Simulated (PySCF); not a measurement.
Gas-phase reaction: 2 GaH(CH3)2 + 2 H ⇌ 2 GaH3 + C4H10 (isobutane)

Energies from PySCF, thermal terms from the rigid-rotor harmonic-oscillator model, ideal gas at 1 bar. † marks an energy on the PBE0/def2-TZVP geometry and frequencies; other levels use their own. MP2 freezes the core. 6-31G* has spherical d functions here. Open shells (unrestricted): H (multiplicity 2); the rest are closed-shell singlets. B3LYP is the form with VWN-RPA correlation. Ga: all electrons, no relativistic terms. GaH(CH3)2, GaH3: computed as isolated molecules; such fragments, hydroxides, amides, oligomers or adducts are transient or little studied in the gas. MP2 isn't extrapolated to the basis-set limit.

```
level               ΔH°(298 K), kJ
------------------  --------------
B3LYP/6-31G*                     ?
BLYP/def2-TZVP†                  ?
M06-2X/def2-TZVP†             -333
MP2/def2-SVP†                 -344
MP2/def2-TZVPP†               -315
PBE/def2-SVP                     ?
PBE/def2-TZVP†                -334
PBE0/def2-SVP†                -359
PBE0/def2-TZVP                -342
r2SCAN/def2-TZVP†                ?
ωB97M-V/def2-TZVP†            -361
```

Some entries are withheld; supply them.


- B3LYP/6-31G*, ΔH°(298 K), kJ: -386
- BLYP/def2-TZVP†, ΔH°(298 K), kJ: -354
- PBE/def2-SVP, ΔH°(298 K), kJ: -354
- r2SCAN/def2-TZVP†, ΔH°(298 K), kJ: -346
